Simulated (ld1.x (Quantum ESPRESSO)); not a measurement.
# Which change was made? (K, PAW)

ld1.x (Quantum ESPRESSO) 7.5 input, shortened:

```
&input
   title='K', zed=19., rel=1, dft='PBE', iswitch=3,
   config='[Ar] 3d-2 4s1 4p0'
 /
 &inputp
   pseudotype=3, lpaw=.true., tm=.true., lloc=-1, rcloc=2.40,
   nlcc=.true., rcore=1.25,
   which_augfun='BESSEL', rmatch_augfun=1.75
 /
6
3S  1  0   2.00   0.00  1.70  1.90  0.0
4S  2  0   1.00   0.00  1.70  1.90  0.0
3P  2  1   6.00   0.00  2.00  2.55  0.0
4P  3  1   0.00   0.00  2.00  2.55  0.0
3D  3  2  -2.00   0.15  1.85  2.00  0.0
3D  3  2  -2.00   1.20  1.85  2.00  0.0
 &test
   configts(1)='3s2 3p6 4s1 4p0'
 /
```

Cutoffs, loose and tight: the cutoffs (Ry, on a coarse ladder) from which the occupation-weighted sum of valence levels, in a spherical-Bessel basis at the reference potential, stays within 10 and 1 mRy of its value at 400 Ry. They do not see the model core or the augmentation charge, which bear on the density cutoff. Test errors are all-electron minus pseudo excitation energies from the reference, over the configurations 3s2 3p6 4s0 4p0; 3s2 3p6 4s0.5 4p0; 3s2 3p6 4s0 4p1; 3s1 3p6 4s1 4p0; 3s2 3p5 4s1 4p0; variants that change the core or the reference have their own tests. The largest error is taken over the tests solved by every variant that gives reliable tests at all, those not shown here included: 3s2 3p6 4s0 4p0; 3s2 3p6 4s0 4p1; 3s2 3p6 4s0.5 4p0.

The base gives: outcome: generated; cutoff, loose: 15 Ry; cutoff, tight: 21 Ry; bound ghosts: none; largest test error (meV): +0.1.

(1) After one change the result is: outcome: generated; cutoff, loose: 21 Ry; cutoff, tight: 35 Ry; bound ghosts: none; largest test error (meV): -0.1. Which change was it?
A. all radii but the core radius scaled by about 1.20 (s 2.28, p 3.06, d 2.40 bohr, rcut 2.04/2.40/2.22); local potential all-electron potential smoothed inside 2.88 bohr (lloc = -1); augmentation BESSEL, radius 2.10 bohr
B. all radii but the core radius scaled by about 0.77 (s 1.46, p 1.96, d 1.54 bohr, rcut 1.32/1.54/1.42); local potential all-electron potential smoothed inside 1.86 bohr (lloc = -1); augmentation BESSEL, radius 1.36 bohr
C. all radii but the core radius scaled by about 0.93 (s 1.76, p 2.36, d 1.86 bohr, rcut 1.58/1.86/1.72); local potential all-electron potential smoothed inside 2.24 bohr (lloc = -1); augmentation BESSEL, radius 1.62 bohr

Answers

(1) B. The others give: all radii but the core radius scaled by about 0.93 (s 1.76, p 2.36, d 1.86 bohr, rcut 1.58/1.86/1.72); local potential all-electron potential smoothed inside 2.24 bohr (lloc = -1); augmentation BESSEL, radius 1.62 bohr → outcome: generated, overlap not positive; bound ghosts: not determined (overlap not positive); largest test error (meV): -1.1 | all radii but the core radius scaled by about 1.20 (s 2.28, p 3.06, d 2.40 bohr, rcut 2.04/2.40/2.22); local potential all-electron potential smoothed inside 2.88 bohr (lloc = -1); augmentation BESSEL, radius 2.10 bohr → outcome: generated; cutoff, loose: 12 Ry; cutoff, tight: 18 Ry; bound ghosts: none; largest test error (meV): +1.1. A file whose overlap is not positive is unfit for use, and its test errors describe a broken file.
